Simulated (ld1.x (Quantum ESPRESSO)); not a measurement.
**Reading a pseudo-wave (tantalum)**

Columns: radius, all-electron u(r) and pseudo u(r) of the 6p shell (level -2.10 eV) of tantalum in the configuration [Kr] 4d10 4f14 5s2 5p6 5d3 6s1 6p1; PBE, scalar-relativistic, PAW scheme, ld1.x (Quantum ESPRESSO) 7.5.

```tsv
r (bohr)	all-electron	pseudo
0.130	-0.0769	-0.0007
0.260	0.0382	-0.0025
0.390	0.1223	-0.0051
0.520	0.0476	-0.0076
0.650	-0.0695	-0.0092
0.780	-0.1595	-0.0087
0.910	-0.2043	-0.0051
1.040	-0.2083	0.0025
1.170	-0.1818	0.0150
1.300	-0.1353	0.0328
1.430	-0.0774	0.0560
1.560	-0.0143	0.0847
1.690	0.0497	0.1180
1.820	0.1118	0.1552
1.950	0.1701	0.1951
2.080	0.2238	0.2364
2.210	0.2723	0.2775
2.340	0.3156	0.3171
2.470	0.3536	0.3538
2.600	0.3867	0.3867
2.730	0.4150	0.4150
2.860	0.4388	0.4388
2.990	0.4584	0.4584
3.120	0.4742	0.4742
3.250	0.4864	0.4864
3.380	0.4954	0.4954
```

(1) How many radial nodes do the two functions have?

(2) At about which radius was the pseudo-wave matched?

(3) Is the pseudo-wave norm-conserving?

Results:

(1) The all-electron 6p function has n − l − 1 = 4 (the table is too coarse to show those close to the nucleus); the pseudo-wave has 1, since 1 lower shell of the same l stays in the valence.

(2) 2.60 bohr, where the columns begin to agree (steps of 0.13 bohr).

(3) No, it belongs to a PAW set: the norm inside the radius is not constrained, and the difference is carried by the augmentation charge.
